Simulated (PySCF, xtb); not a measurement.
CH8O3Si2, SMILES [SiH2](O)[Si](O)(C)O.

xtb 6.7.1 with GFN2-xTB at its own geometry gives an orbital gap of 4.79 eV and a dipole moment of 1.70 D.

The structure is a stationary point at TPSSh-D3(BJ)/def2-SVP. The structure was generated by enumeration, and PubChem lists no compound with its InChIKey, so it may never have been made. One conformer was computed; it need not be the lowest.

Question: What does PBE/def2-TZVP in PySCF give? (An estimate is asked for; the answer gives what the named calculation found.)

Answer: gap 5.17 eV (levels -6.46 and -1.29 eV), dipole 0.76 D.
